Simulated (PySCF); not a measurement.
Ranking problems on computed properties.

Species are written as SMILES; each is one conformer at its optimised geometry, gas phase, non-relativistic unless stated. Electronic properties by PySCF.

Dipoles, sizes and rotational constants follow the conformer. The torsions of the flexible species, by atom-mapped SMILES:
- `[CH3:1][CH:2]([CH3:3])[O:4][SiH2:5][N:6]([CH3:7])[CH3:8]`: C1–C2–O4–Si5 -146°, C2–O4–Si5–N6 -65°, O4–Si5–N6–C7 93°
- `[CH3:1][CH:2]([CH3:3])[Si@H:4]([OH:5])[N:6]([CH3:7])[CH3:8]`: C1–C2–Si4–O5 -63°, C2–Si4–N6–C7 167°, H–O5–Si4–C2 -68°
- `[CH3:1][CH2:2][C@@H:3]([CH3:4])[Si@H:5]([OH:6])[NH:7][CH3:8]`: C1–C2–C3–C4 61°, C2–C3–Si5–O6 -173°, C3–Si5–N7–C8 -171°, H–O6–Si5–C3 -75°
- `[O:1]=[CH:2][c:3]1[cH:4][cH:5][cH:6][c:7]2[c:8]1[CH:9]=[CH:10][SiH2:11]2`: O1–C2–C3–C4 0°
- `[CH3:1][CH2:2][C@@H:3]([CH3:4])[Si@@H:5]([OH:6])[NH:7][CH3:8]`: C1–C2–C3–C4 64°, C2–C3–Si5–O6 -60°, C3–Si5–N7–C8 -176°, H–O6–Si5–C3 68°

(1) Rank by smallest rotational constant, lowest first (PBE0-D3(BJ)/def2-SVP).
A. `CC[C@@H](C)[Si@H](O)NC`
B. `CC(C)O[SiH2]N(C)C`
C. `CC(C)[Si@H](O)N(C)C`
D. `c1cc2c(C=C[SiH2]2)c(c1)C=O`

(2) By how much do the two ends of that ranking differ?

(3) Rank by HOMO–LUMO gap, lowest first (B3LYP/def2-SVPD at PBE0-D3(BJ)/def2-SVP geometries).
A. `CC[C@@H](C)[Si@H](O)NC`
B. `N(C)([Si@@H](O)C(C)C)C`
C. `CC(C)O[SiH2]N(C)C`
D. `[SiH2]1c2c(c(ccc2)C=O)C=C1`

(4) Give the two extremes of that set in kcal/mol.

(5) Rank by electronic spatial extent ⟨r²⟩ about the centre of nuclear charge, highest first (B3LYP/def2-SVPD at PBE0-D3(BJ)/def2-SVP geometries).
A. `CC(O[SiH2]N(C)C)C`
B. `CC[C@@H](C)[Si@H](O)NC`
C. `CC[C@@H](C)[Si@@H](O)NC`
D. `O=Cc1cccc2c1C=C[SiH2]2`
E. `CC(C)[Si@H](O)N(C)C`

(6) Rank by HOMO energy, lowest first (B3LYP/def2-SVPD at PBE0-D3(BJ)/def2-SVP geometries).
A. `C[C@@H]([Si@H](O)NC)CC`
B. `O=Cc1cccc2c1C=C[SiH2]2`
C. `CC(C)[Si@H](O)N(C)C`
D. `CC(C)O[SiH2]N(C)C`

(7) By how much do the two ends of that ranking differ?

(8) Rank by dipole moment, lowest first (B3LYP/def2-SVPD at PBE0-D3(BJ)/def2-SVP geometries).
A. `CC[C@@H](C)[Si@H](O)NC`
B. `CC(C)O[SiH2]N(C)C`
C. `O=Cc1cccc2c1C=C[SiH2]2`
D. `CC(C)[Si@H](O)N(C)C`

(9) Give the two extremes of that set in atomic units.

Results:

(1) D (0.539 GHz), A (0.745 GHz), B (0.867 GHz), C (0.950 GHz).

(2) By 0.411 GHz, between `CC(C)[Si@H](O)N(C)C` and `O=Cc1cccc2c1C=C[SiH2]2`.

(3) D (4.57 eV), B (6.19 eV), C (6.54 eV), A (6.67 eV).

(4) `O=Cc1cccc2c1C=C[SiH2]2`: 105 kcal/mol; `CC[C@@H](C)[Si@H](O)NC`: 154 kcal/mol.

(5) D (2004 bohr²), B (1638 bohr²), C (1588 bohr²), A (1531 bohr²), E (1414 bohr²).

(6) B (-6.88 eV), A (-6.58 eV), D (-6.28 eV), C (-6.16 eV).

(7) By 0.72 eV, between `CC(C)[Si@H](O)N(C)C` and `O=Cc1cccc2c1C=C[SiH2]2`.

(8) B (1.58 D), D (1.94 D), A (2.26 D), C (3.16 D).

(9) `CC(C)O[SiH2]N(C)C`: 0.62 au; `O=Cc1cccc2c1C=C[SiH2]2`: 1.24 au.
